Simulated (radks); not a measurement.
The numbers below are computed, except where a source is named.
How relativity changes the ionisation of the carbon ion C+ ([He] 2s2 2p1) to C2+ ([He] 2s2). Spin-unpolarised spherical Kohn-Sham, LDA (Slater exchange, Perdew-Wang correlation), point nucleus unless stated (finite: rms radius 2.4702 fm), a radial shooting solver on a logarithmic mesh with Libxc functionals. A level marked "c x" has the speed of light scaled by that factor and shares open shells by 2j + 1; other Dirac levels either fill j = l - 1/2 first or share by 2j + 1.

level,E(C+) (hartree),E(C2+) (hartree),IE (eV),HOMO,<r> HOMO (bohr)
non-rel.,-37.02056,-36.12895,24.262,2p,1.500
scalar-rel.,-37.03692,-36.14544,24.258,2p,1.500
"scalar-rel., finite nucleus",-37.03691,-36.14543,24.258,2p,1.500
"Dirac, 2j+1 shares",-37.03692,-36.14544,24.258,2p3/2,1.500
"Dirac, low j first",-37.03721,-36.14544,24.266,2p1/2,1.499
"Dirac, 2j+1 shares, finite nucleus",-37.03691,-36.14543,24.258,2p3/2,1.500
"Dirac, c x 0.75",-37.04966,-36.15828,24.256,2p3/2,1.500
"Dirac, c x 2",-37.02464,-36.13307,24.261,2p3/2,1.500
"Dirac, c x 100",-37.02056,-36.12895,24.262,2p3/2,1.500

NIST Atomic Spectra Database: 24.383 eV (measured). The relativistic part of the total energy of C+ is -0.01636 hartree (Dirac, 2j+1 shares, finite nucleus), 0.044 % of the non-relativistic value. Spin polarisation and multiplet splitting of open shells are left out at every level.

Beside tabulated values, note that spin-unpolarised runs miss the spin-polarisation part of the exchange energy of open shells.
